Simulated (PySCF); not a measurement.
Cl$_{5}$Nb, charge -1, doublet, at a GFN2-xTB geometry (such geometries of metal compounds can be far from the true shape) (the multiplicity is a formal guess) (core potentials on Nb). Base run: PySCF with DF-B3LYP/def2-SVP.

The PySCF input:
```python
from pyscf import gto, scf, dft

mol = gto.Mole()
mol.atom = '''
    Nb   -0.086054    0.018265    0.056237
    Cl    1.860399   -0.394879   -1.215788
    Cl    0.978582   -1.026299    2.000430
    Cl   -1.129222    1.058273   -1.901985
    Cl   -1.533659   -1.726720   -0.093998
    Cl    0.031444    2.045572    1.075710
'''
mol.basis = 'def2-svp'
mol.ecp = {'Nb': 'def2-svp'}
mol.charge = -1
mol.spin = 1
mol.verbose = 4
mol.build()

mf = dft.UKS(mol)
mf.xc = 'b3lyp'
mf = mf.density_fit(auxbasis='def2-universal-jkfit')
mf.kernel()
mf.analyze()
```

Each row names what was changed in the base input (with any setting that the change needs).

```tsv
change	ΔE vs base (mEh)	SCF cycles	<S^2>	outcome
base	0.000	15	0.753	converged
diis = off (with mf.max_cycle = 100)	-	100	-	not converged
conv_tol_grad = 1e-7	0.000	24	0.753	converged
conv_tol = 1e-12	0.000	25	0.753	converged
conv_tol_grad = 1e-3	0.000	15	0.753	converged
init_guess = vsap	-	-	-	input refused
level_shift = 1.0 (with mf.max_cycle = 100)	0.000	42	0.753	converged
init_guess = 1e	8.241	25	0.753	another SCF solution
init_guess = mod_huckel	0.000	24	0.753	converged
level_shift = 0.5 (with mf.max_cycle = 100)	0.000	25	0.753	converged
diis = off; damp = 0.6 (with mf.diis_start_cycle = 200; with mf.max_cycle = 150)	0.000	27	0.753	converged
damp = 0.5; diis_start_cycle = 5	0.000	31	0.753	converged
init_guess = sap	0.000	15	0.753	converged
```

A guess, shift, damping, solver or small numerical setting can't move a converged solution much, so rows marked as another SCF solution ended in a different state.

Open shells are given as the SCF converged; they aren't shown to be the lowest states, and a large step between rows can be another state.

- init_guess = vsap: ended with `AssertionError: ECP or PP not supported`
